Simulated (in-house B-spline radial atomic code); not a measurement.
Results of a calculation; reference values are marked as such.
**Ni in an electron gas of r_s = 3.3: phase shifts, screening and friction**

A nucleus sits in a uniform electron gas with a rigid positive background. The Kohn-Sham equations are solved self-consistently in the spin-unpolarised LDA (PW92), non-relativistic, on B-splines with outgoing waves at the boundary and partial waves to l = 8. The model has no lattice, no bands and no magnetic solution. Atomic units; δ_l are the phase shifts at the Fermi level, counted so that each bound state adds π, and good to about 0.0005.

The density parameter is r_s = 3.3 bohr.

```
l  δ_l (rad)
0     9.8993
1     6.4656
2     2.9496
3    -0.0090
4    -0.0001
5    -0.0001
6     0.0000
7    -0.0001
8    -0.0001
```

Bound levels below the band bottom (hartree): s -297.4, s -34.77, p -30.33, s -3.432, p -2.08.

Question: Check the Friedel sum rule, and say where the screening charge sits.

Answer: k_F = (9π/4)^(1/3)/r_s = 0.58156. The rule is Z = (2/π) Σ (2l + 1) δ_l. The terms are s 6.302, p 12.348, d 9.389, f -0.040 and -0.003 beyond, in all 27.996 against Z = 28. Bound states hold 6 s, 12 p, 0 d electrons, so the scattering states carry 10.00 in all.

Question: Find the transport cross section and the electronic stopping of a 10 keV Ni ion (mass 58.69 u).

Answer: σ_tr = (4π/k_F²) Σ (l + 1) sin²(δ_l − δ_(l+1)). The terms for l = 0 to 3 are 0.0829, 0.2675, 0.0993, 0.0003, all together 0.4501, so σ_tr = 37.155 × 0.4501 = 16.723 bohr². With n = 3/(4π r_s³) = 0.006643, the friction coefficient is Q = n k_F σ_tr = 0.0646. For v well below v_F = 0.582, dE/dx = Q v; with 24801 eV per u at v = 1, v = √(10000/(24801 × 58.69)) = 0.0829, so dE/dx = 0.00536 hartree/bohr = 2.75 eV/nm. The largest term couples the p and d waves.
